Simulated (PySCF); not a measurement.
Molecule: SMILES CO[SiH2][SiH2]F, CH₇FOSi₂.

Structure with atom numbers: `[CH3:1][O:2][SiH2:3][SiH2:4][F:5]`. Hydrogens are named by the atom that carries them.

Geometry PBE0-D3(BJ)/def2-SVP throughout; GIAO in PySCF 2.14.0 with density-fitted response routines, gas phase, one conformer, non-relativistic; equivalent atoms averaged; functional PBE0.

**Question.** How do the shifts δ (against TMS, H2O, CFCl3 at the same level) depend on the basis set? (ppm; last column core-seconds on 1 thread of an Arm Neoverse N1, shared host)

**Answer.** 
| basis set | functions | C1 | O2 | Si4 | Si3 | F5 | H(Si4) | H(Si3) | H(C1) | core-s |
| --- | --- | --- | --- | --- | --- | --- | --- | --- | --- | --- |
| pcSseg-0 | 67 | 60.3 | -47.8 | -17.6 | -52.1 | -311.8 | 6.00 | 5.49 | 3.62 | 7.6 |
| cc-pVDZ | 113 | 53.6 | -10.6 | 7.2 | -18.6 | -236.0 | 5.44 | 5.04 | 3.40 | 17 |
| aug-cc-pVDZ | 186 | 53.6 | -16.3 | 2.5 | -20.2 | -243.6 | 5.72 | 5.35 | 3.59 | 30 |
| cc-pVTZ | 256 | 55.5 | -11.9 | -4.1 | -25.7 | -241.9 | 5.53 | 5.22 | 3.45 | 50 |
| IGLO-III | 263 | 56.9 | -15.3 | -6.2 | -29.4 | -246.9 | 5.69 | 5.36 | 3.51 | 43 |

**Question.** Which nucleus moves most, in ppm?

**Answer.** F5 (fluorine bonded to Si): from -311.8 ppm with pcSseg-0 to -236.0 ppm with cc-pVDZ. The smallest spread is 0.22 ppm, at H(C1). Proton shifts span only some 12 ppm, so a few tenths of a ppm matter as much there as several ppm in carbon.

**Question.** Taking the largest basis, IGLO-III (263 functions), as the yardstick, rank the others by their worst heavy-atom deviation.

**Answer.** cc-pVTZ 5.0 ppm (256 functions), aug-cc-pVDZ 9.2 ppm (186 functions), cc-pVDZ 13.3 ppm (113 functions), pcSseg-0 64.9 ppm (67 functions).

A small basis that lands close on one nucleus may do so by chance; judge by the trend and by all nuclei.
